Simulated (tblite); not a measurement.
Compound: C5H6FOS (doublet state).
Structure used (GFN2-xTB), in Å, numbered top down from 1:
```
atom  x, y, z in Å
O1    -2.8561    0.1394   -0.2618
C2    -1.8971   -0.6912    0.1910
C3    -0.5949   -0.2039    0.6545
C4     0.3773   -0.0439   -0.5576
C5     1.6309    0.6655   -0.1390
F6     1.4062    1.9646    0.2418
C7     2.8188    0.1314   -0.0994
S8     4.1510   -0.6924   -0.1393
H9    -2.6403    1.0561   -0.0395
H10   -2.0690   -1.7194   -0.0720
H11   -0.6967    0.7730    1.1363
H12   -0.1458   -0.9031    1.3601
H13   -0.1144    0.5463   -1.3364
H14    0.6294   -1.0228   -0.9609
```

Level: GFN2-xTB in tblite, geometry and Hessian alike; calculated harmonic values, unscaled, isolated species. This tight-binding method is rough: wavenumbers can miss measured ones by several per cent, in bad cases by 10 to 20. One conformer, not necessarily the lowest. Open shells enter through the occupations alone, without spin polarisation, and single modes of such species can be off by tens of per cent.

Harmonic wavenumbers (cm⁻¹): 39.8, 43.6, 85.5, 126.8, 159.3, 244.5, 263.9, 327.0, 408.9, 436.0, 468.3, 491.5, 588.2, 715.7, 797.0, 933.9, 958.1, 1016.3, 1060.3, 1105.2, 1142.9, 1190.2, 1236.8, 1240.5, 1271.2, 1292.3, 1378.2, 1446.3, 1463.3, 1864.3, 2951.3, 2957.6, 2996.9, 3025.1, 3134.0, 3469.9.

A = 4109, B = 643.0, C = 578.2 MHz; mass 133.012 u (most abundant isotopes); point group C1, symmetry number 1; spin multiplicity 2.

**Question.** Zero-point energy?

**Answer.** ½Σν̃ = 21165 cm⁻¹ = 60.52 kcal/mol.

**Question.** Entropy at 298.15 K, 1 bar (ideal gas, RRHO, classical rotation)?

**Answer.** Translation 40.59, rotation 29.73, vibration 29.24, spin (R ln 2) 1.38: S = 100.9 cal/(mol K).

**Question.** And Cp and H(298.15 K) − H(0)?

**Answer.** Cp = 34.04 cal/(mol K), of which vibrations give 26.09 (their classical limit is 36 R = 71.5); H(298.15 K) − H(0) = 6.65 kcal/mol without the zero-point energy, 4.28 from vibrations.

**Question.** What must be added to the electronic energy to get the Gibbs energy at 298.15 K and 1 bar?

**Answer.** ZPE + [H(298.15 K) − H(0)] − T·S = 60.52 + 6.65 − 30.10 = 37.07 kcal/mol.

**Question.** How do the functions run with temperature in this model?

**Answer.** 
```json
{"T (K)": "150", "S (cal/(mol K))": "81.7", "Cp (cal/(mol K))": "23.1", "H − H(0) (kcal/mol)": "2.41", "G − H(0) (kcal/mol)": "-9.84", "ln q(vib)": "3.69"}
{"T (K)": "250", "S (cal/(mol K))": "95.3", "Cp (cal/(mol K))": "30.6", "H − H(0) (kcal/mol)": "5.10", "G − H(0) (kcal/mol)": "-18.72", "ln q(vib)": "6.30"}
{"T (K)": "400", "S (cal/(mol K))": "111.9", "Cp (cal/(mol K))": "40.9", "H − H(0) (kcal/mol)": "10.48", "G − H(0) (kcal/mol)": "-34.29", "ln q(vib)": "9.88"}
{"T (K)": "600", "S (cal/(mol K))": "130.6", "Cp (cal/(mol K))": "51.1", "H − H(0) (kcal/mol)": "19.74", "G − H(0) (kcal/mol)": "-58.60", "ln q(vib)": "14.27"}
{"T (K)": "900", "S (cal/(mol K))": "153.2", "Cp (cal/(mol K))": "60.5", "H − H(0) (kcal/mol)": "36.61", "G − H(0) (kcal/mol)": "-101.30", "ln q(vib)": "20.14"}
```

q(vib) and H(0) count from the zero-point level.

**Question.** Blend soft modes into free rotors: weight 1/[1 + (100 cm⁻¹/ν̃)⁴] for the oscillator and the rest for a rotor with moment μB/(μ + B), μ = h/(8π²ν), B = 10⁻⁴⁴ kg m². What vibrational entropy results?

**Answer.** 25.82 cal/(mol K) in place of 29.24, which changes −T·S at 298.15 K by +1.02 kcal/mol.

Hindered rotation and anharmonicity are outside this model. Other conformers, if any are populated, would add a mixing term that is left out. The structure is chiral; the term R ln 2 for an equal mix with its mirror image is left out.

Time: 0.46 s. Hardware: one thread of an Arm Neoverse V1, no GPU, shared host with 32 logical CPUs at a one-minute load of 38. The figure is for the frequency step alone.
